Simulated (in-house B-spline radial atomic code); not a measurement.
Values are calculated unless marked as measured or tabulated.
## C in an electron gas of r_s = 1.5: phase shifts, screening and friction

A nucleus sits in a uniform electron gas with a rigid positive background. The Kohn-Sham equations are solved self-consistently in the spin-unpolarised LDA (PW92), non-relativistic, on B-splines with outgoing waves at the boundary and partial waves to l = 8. The model has no lattice, no bands and no magnetic solution. Atomic units; δ_l are the phase shifts at the Fermi level, counted so that each bound state adds π, and good to about 0.0005.

The density parameter is r_s = 1.5 bohr.

```tsv
l	δ_l (rad)
0	3.7859
1	1.4554
2	0.1679
3	0.0413
4	0.0110
5	0.0031
6	0.0010
7	0.0004
8	0.0002
```

Bound levels below the band bottom (hartree): s -8.94, s -0.02653.

Question: Check the Friedel sum rule, and say where the screening charge sits.

Answer: k_F = (9π/4)^(1/3)/r_s = 1.27944. The rule is Z = (2/π) Σ (2l + 1) δ_l. The terms are s 2.410, p 2.780, d 0.534, f 0.184 and 0.099 beyond, in all 6.007 against Z = 6. Bound states hold 4 s, 0 p, 0 d electrons, so the scattering states carry 2.01 in all; where a term is smaller than its bound count, the bound level has drawn weight out of the band.

Question: Find the transport cross section and the electronic stopping of a 5 keV C ion (mass 12.01 u).

Answer: σ_tr = (4π/k_F²) Σ (l + 1) sin²(δ_l − δ_(l+1)). The terms for l = 0 to 3 are 0.5257, 1.8437, 0.0478, 0.0037, all together 2.4213, so σ_tr = 7.677 × 2.4213 = 18.587 bohr². With n = 3/(4π r_s³) = 0.07074, the friction coefficient is Q = n k_F σ_tr = 1.6822. For v well below v_F = 1.279, dE/dx = Q v; with 24801 eV per u at v = 1, v = √(5000/(24801 × 12.01)) = 0.1296, so dE/dx = 0.21795 hartree/bohr = 112 eV/nm. The largest term couples the p and d waves.
